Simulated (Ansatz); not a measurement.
Born–Oppenheimer molecular dynamics of ClH4OPZn (8 atoms, charge 0, multiplicity 1). It starts at the highest image of a converged band, a first-order saddle point between two minima.

The calculation used Ansatz, RKS B3LYP/def2-SVP.

* ensemble: NVE (velocity Verlet)
* time step: 0.5 fs
* steps asked: 200
* starting velocities drawn for: 100 K
* seed: 8556

First frame:

```xyz
8
Properties=species:S:1:pos:R:3
Zn 0.434 0.007 0.028
O -0.178 0.423 1.791
H -0.737 -0.165 2.325
Cl -0.010 -0.583 -1.973
P 2.730 0.506 1.373
H 2.842 -0.690 0.590
H 2.605 1.371 0.235
H 1.134 0.438 1.925
```

Question: How far do the bonds stretch over the last three quarters of this one trajectory? (Pairs bonded in most of those frames.)

Answer: 
```json
{"bond": "Zn1–O2", "mean (Å)": "1.795", "spread (Å)": "0.056", "shortest": "1.72", "longest": "1.91"}
{"bond": "Zn1–Cl4", "mean (Å)": "2.136", "spread (Å)": "0.049", "shortest": "2.06", "longest": "2.20"}
{"bond": "O2–H3", "mean (Å)": "0.969", "spread (Å)": "0.002", "shortest": "0.96", "longest": "0.97"}
{"bond": "P5–H6", "mean (Å)": "1.435", "spread (Å)": "0.012", "shortest": "1.41", "longest": "1.45"}
{"bond": "P5–H7", "mean (Å)": "1.438", "spread (Å)": "0.021", "shortest": "1.41", "longest": "1.47"}
{"bond": "P5–H8", "mean (Å)": "1.438", "spread (Å)": "0.049", "shortest": "1.36", "longest": "1.52"}
```

Mean temperature of the second half: 630 K. The conserved energy stayed within 0.051 meV per atom of its start (net change -0.035 meV per atom), so the integration is sound. The kinetic energy rose, since the run started high on the potential surface and went downhill. It ends in pieces (ClHOZn + H3P), so much of that is their flight and rotation, not heat. A run of 0.1 ps of so small a system gives no equilibrium averages. The orbitals stay closed-shell, which can raise the energy where a bond breaks towards radicals; this wasn't checked here.

The run took 9.8 min on 2 threads of Arm Neoverse V1, with other jobs on the host, peak memory 0.23 GiB.
